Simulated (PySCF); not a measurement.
r2SCAN on Pr (praseodymium, neutral), [Xe] 4f4 6s1, one real determinant (an excited configuration). Computed with PySCF 2.14 in x2c-TZVPPall with one added diffuse shell each of s, p, d, f type (12s8p8d5f2g, 129 functions), with the spin-free X2C one-electron Hamiltonian (Gaussian nucleus).

```
cycle= 17 E= -9236.42954948974  delta_E= 4.28e-05  |g|= 3.95e-05  |ddm|= 0.124
cycle= 18 E= -9236.42954953479  delta_E= -4.51e-08  |g|= 0.000102  |ddm|= 0.00766
cycle= 19 E= -9236.42954949698  delta_E= 3.78e-08  |g|= 5.93e-05  |ddm|= 0.00491
cycle= 20 E= -9236.42954958488  delta_E= -8.79e-08  |g|= 0.000118  |ddm|= 0.0155
cycle= 21 E= -9236.42954952985  delta_E= 5.5e-08  |g|= 9.29e-05  |ddm|= 0.00393
cycle= 22 E= -9236.42954975343  delta_E= -2.24e-07  |g|= 0.000224  |ddm|= 0.0116
cycle= 23 E= -9236.42954949295  delta_E= 2.6e-07  |g|= 7.11e-05  |ddm|= 0.017
cycle= 24 E= -9236.42954951448  delta_E= -2.15e-08  |g|= 0.000106  |ddm|= 0.00424
cycle= 25 E= -9236.42955416314  delta_E= -4.65e-06  |g|= 0.000725  |ddm|= 0.0613
cycle= 26 E= -9236.42954952948  delta_E= 4.63e-06  |g|= 0.000103  |ddm|= 0.046
cycle= 27 E= -9236.42954949809  delta_E= 3.14e-08  |g|= 5.79e-05  |ddm|= 0.00414
cycle= 28 E= -9236.42954948979  delta_E= 8.3e-09  |g|= 3.18e-05  |ddm|= 0.00368
cycle= 29 E= -9236.42954949008  delta_E= -2.91e-10  |g|= 2.83e-05  |ddm|= 0.000219
converged SCF energy = -9236.42954949008  <S^2> = 8.7518764  2S+1 = 6.0006254
```

Highest occupied orbital energy: 2.370 eV; ⟨L²⟩ = 34.01; populations by l: s 11.00, p 24.00, d 20.00, f 4.00.

Task: Can this result be used?

Result: Not for this state. The run converged. ⟨L²⟩ = 34.01 against 42 for a pure I term, so this real determinant mixes terms. Spin-orbit coupling, absent here, splits the open shell strongly. At r2SCAN the highest occupied level has a positive energy, so only the finite basis holds that electron; for this excited configuration the basis is too tight for the outer shell.
